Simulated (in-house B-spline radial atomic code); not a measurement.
**KLI/ALDAx excitations of Rh43+**

Method: KLI/ALDAx. Computed with an all-electron radial atomic-structure program (B-spline basis): linear response of the closed shell 1s2 with the adiabatic LDA exchange kernel on the exchange-only KLI potential; non-relativistic, point nucleus, no spin-orbit coupling, no double excitations, S, P, D and F terms only.

Without relativity these are model numbers for so heavy an element.

Command:
```bash
python run_td.py task.json out
```
Settings (radii: box in bohr, nucleus in fm):
```
Z                        45
electrons                2
configuration            1s2
hamiltonian              nr
method                   kli
box_radius               3.01
intervals                65
```

Cost of the run: 1 thread of Intel(R) Xeon(R) 6975P-C (Granite Rapids), with other jobs on the host.

The lowest states, in the order of their Tamm-Dancoff energies; the method's threshold (minus the highest occupied level) is 26790.74 eV. Labels give the largest channel, * marks a mixed state, and oscillator strengths are full-response dipole values. Semilocal kernels can invert the small singlet-triplet splittings of Rydberg terms. Energies in eV:

| state | full response | Tamm-Dancoff | oscillator strength |
| --- | --- | --- | --- |
| 1s → 2s 3S | 20137.19 | 20137.22 | - |
| 1s → 2p 3P | 20170.99 | 20171.03 | - |
| 1s → 2s 1S | 20189.51 | 20189.63 | - |
| 1s → 2p 1P | ? | ? | ? |
| 1s → 3s 3S | 23844.89 | 23844.90 | - |
| 1s → 3p 3P | 23855.20 | 23855.21 | - |
| 1s → 3s 1S | 23858.65 | 23858.68 | - |
| 1s → 3d 3D | ? | ? | - |
| 1s → 3d 1D | 23861.90 | 23861.90 | - |
| 1s → 3p 1P | 23865.90 | 23865.92 | 0.156 |

Problem. Where does 1s → 3d 3D lie?

Solution. At 23861.33 eV in full response, 23861.33 eV in Tamm-Dancoff.

Problem. Where does 1s → 2p 1P lie?

Solution. At 20211.16 eV in full response, 20211.21 eV in Tamm-Dancoff, oscillator strength 0.808.

Problem. How large is the singlet-triplet splitting of 1s → 2s (S terms) in Tamm-Dancoff?

Solution. 52.4 eV, from the unrounded values.

Problem. What polarisabilities and dispersion coefficient does the method give?

Solution. Dipole 2.267e-06 bohr³, quadrupole 3.843e-09 bohr⁵, C6 3.279e-09 hartree·bohr⁶ for two such species.
